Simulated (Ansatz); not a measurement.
C$_{2}$H$_{4}$O$_{2}$, charge -1, doublet, geometry from GFN2-xTB (a state made from the parent by changing its charge; the spin is typed, not shown lowest) (a gas-phase anion, which may not be bound at this level), atoms displaced at random by about 0.02 Å a coordinate. Base run: HF/3-21G in Ansatz (a quantum-chemistry and plane-wave program).

Here is a job for Ansatz.
Ansatz 0.2 input:
```yaml
crystal:
  periodic: [false, false, false]
  atoms:
    - {symbol: C, position_ang: [-1.38115591, -0.31650053, -0.01323988]}
    - {symbol: O, position_ang: [-0.10313296, -0.92502753, -0.23655116]}
    - {symbol: C, position_ang: [0.98533598, 0.09156952, -0.15652034]}
    - {symbol: O, position_ang: [0.76795839, 1.22405601, 0.27862005]}
    - {symbol: H, position_ang: [-1.95471385, -0.42115678, -0.91073749]}
    - {symbol: H, position_ang: [-1.94246984, -0.86500570, 0.81745616]}
    - {symbol: H, position_ang: [-1.22322636, 0.71909251, 0.25956221]}
    - {symbol: H, position_ang: [1.85424954, -0.49475284, 0.25748378]}
basis:
  gaussian:
    orbitals: 3-21G.json
hamiltonian:
  xc: hf
total_charge: -1
magnetization: {spin_polarized: true, initial_magnetization: 1}
relax: {}
```
The basis file holds 3-21G in the JSON format of the Basis Set Exchange.

Each row names what was changed in the base input (with any setting that the change needs).

```
change                          ΔE vs base (µEh)  optimiser steps
------------------------------  ----------------  ---------------
base                                         0.0               13
relax = max_displacement: 0.5                0.0               13
relax = f_tol: 0.002                        -0.3               15
relax = max_displacement: 0.02               0.5               13
relax = f_tol: 0.05                         59.9                7
relax = f_tol: 0.0005                       -0.3               17
relax = escape_saddle: false                 0.0               13
```

A gas-phase anion may not be bound at this level; its values then depend on the basis.
